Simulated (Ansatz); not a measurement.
Reaction (ligand exchange at the Si–S bond): `Cl[SiH2]S[SiH2]Cl` + `C=CN[SiH3]` → `C=CN([SiH3])[SiH2]Cl` + `S[SiH2]Cl`

Program: Ansatz. Geometries: PBE0-D4/def2-TZVP. ΔE: electronic, gas phase. CCSD(T)/CBS adds triple-zeta CCSD(T) − MP2 to the extrapolated MP2 energy (def2 sets, frozen cores). This one scheme is used for every species. DFT in def2-TZVPP. B3LYP here is the variant with VWN-RPA as its local correlation; programs differ in this. One conformer a species, not always the lowest.

```csv
level,ΔE (kJ/mol),difference from CCSD(T)/CBS
PBE-D4,22.5,11.7
r2SCAN-D4,18.1,7.3
PBE0-D4,20.3,9.5
B3LYP-D4,15.2,4.4
ωB97X-V,12.9,2.1
ωB97M-V,11.6,0.8
B2PLYP,13.8,3.0
PBE,24.6,13.8
r2SCAN,18.8,8.0
PBE0,21.9,11.1
B3LYP,18.3,7.5
HF/def2-TZVPP,14.2,3.4
MP2/def2-TZVPP,9.0,-1.8
SCS-MP2/def2-TZVPP,7.6,-3.2
CCSD/def2-TZVPP,6.4,-4.4
CCSD(T)/def2-TZVPP,6.3,-4.5
HF/def2-QZVPP,13.3,2.5
MP2/def2-QZVPP,11.3,0.5
SCS-MP2/def2-QZVPP,10.0,-0.8
HF/CBS(def2),13.2,2.4
MP2/CBS(def2),13.5,2.7
CCSD/CBS(def2),10.9,0.1
CCSD(T)/CBS,10.8,0
```

Largest T1 diagnostic among the species: 0.012.

The D4 term adds −3.1 kJ/mol with B3LYP and −1.6 kJ/mol with PBE0; it sums over pairs of atoms, weighted by their polarisabilities, and B3LYP, whose exchange is more repulsive, gets the larger term. In def2-TZVPP, CCSD(T) changes the Hartree–Fock value by −7.9 kJ/mol (the triples alone add −0.1 kJ/mol) and MP2 by −5.2 kJ/mol.
